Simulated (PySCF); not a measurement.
Working out the ionisation energy of P⁺

P⁺ [Ne] 3s2 3p2 (3P) → P²⁺ [Ne] 3s2 3p1 (2P). All numbers are calculated (PySCF 2.14, the spin-free X2C one-electron Hamiltonian (Gaussian nucleus), in aug-cc-pCVTZ-DK (8s7p5d3f, 75 functions)). Frozen: nothing. Energies in hartree (1 hartree = 27.21139 eV):

```tsv
part	P⁺ (lower)	P²⁺ (upper)
UHF	-341.167976	-340.464188
MP2 opposite-spin	-0.287585	-0.278085
MP2 same-spin	-0.100793	-0.092757
```

Problem. What does Hartree-Fock give?

Solution. (-340.464188) − (-341.167976) = 0.703788 hartree = 19.151 eV.

Problem. What do MP2 and SCS-MP2 (6/5 opposite-spin, 1/3 same-spin) give?

Solution. The opposite-spin parts differ by 0.259 eV and the same-spin parts by 0.219 eV. MP2: 19.151 + (0.259) + (0.219) = 19.629 eV. SCS-MP2: 19.151 + 1.2 × (0.259) + (0.219)/3 = 19.535 eV.

A first-order spin-orbit estimate adds -0.007 eV to MP2 (all electrons), giving 19.622 eV against 19.769 eV (semi-empirical (NIST evaluation); NIST Atomic Spectra Database, ionization energies).

What remains against the reference includes basis incompleteness and correlation beyond second order.
